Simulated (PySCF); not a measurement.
Shifts of the heteroatoms

Molfile (atoms numbered from 1):
```
C7H4Cl2O
     RDKit          3D

 14 14  0  0  0  0  0  0  0  0999 V2000
    2.8229    1.3835   -0.6432 O   0  0  0  0  0  0  0  0  0  0  0  0
    2.2832    0.3325   -0.5009 C   0  0  0  0  0  0  0  0  0  0  0  0
    3.2450   -1.1476   -0.6698 Cl  0  0  0  0  0  0  0  0  0  0  0  0
    0.8707    0.1041   -0.1916 C   0  0  0  0  0  0  0  0  0  0  0  0
    0.3024   -1.1609   -0.0413 C   0  0  0  0  0  0  0  0  0  0  0  0
   -1.0402   -1.2902    0.2509 C   0  0  0  0  0  0  0  0  0  0  0  0
   -1.8256   -0.1532    0.3954 C   0  0  0  0  0  0  0  0  0  0  0  0
   -3.4984   -0.3161    0.7602 Cl  0  0  0  0  0  0  0  0  0  0  0  0
   -1.2755    1.1148    0.2485 C   0  0  0  0  0  0  0  0  0  0  0  0
    0.0658    1.2392   -0.0437 C   0  0  0  0  0  0  0  0  0  0  0  0
    0.9144   -2.0413   -0.1542 H   0  0  0  0  0  0  0  0  0  0  0  0
   -1.4824   -2.2670    0.3674 H   0  0  0  0  0  0  0  0  0  0  0  0
   -1.8973    1.9883    0.3628 H   0  0  0  0  0  0  0  0  0  0  0  0
    0.5143    2.2136   -0.1625 H   0  0  0  0  0  0  0  0  0  0  0  0
  1  2  2  0
  2  3  1  0
  2  4  1  0
  4  5  1  0
  5  6  2  0
  6  7  1  0
  7  8  1  0
  7  9  2  0
  9 10  1  0
 10  4  2  0
  5 11  1  0
  6 12  1  0
  9 13  1  0
 10 14  1  0
M  END
```

All values are calculated (PySCF 2.14): structure optimised with GFN2-xTB, shieldings: GIAO PBE0/pcSseg-1. No relativistic terms, one computed conformer, averaged over atoms made equivalent by symmetry, fast rotation or ring inversion, gas phase.

Problem. Predict the ¹⁷O NMR data.

Solution. 
```json
{"atoms": "O1", "environment": "carbonyl oxygen", "σ (ppm)": "-227.7", "δ (ppm)": "474.1"}
```

Shieldings were converted by a linear fit to measured shifts: ¹⁷O: δ = 266.70 − 0.911σ (rms 10.7 ppm, 155 shifts, 12.2 ppm with the 3 outliers that the fit left out vs liquid water, solution or neat liquid). Occasional misses reach two or three times the rms, and more in compound classes unlike the fitted ones.

On a 500 MHz spectrometer ¹⁷O resonates near 67.8 MHz, so 1 ppm is 67.8 Hz.
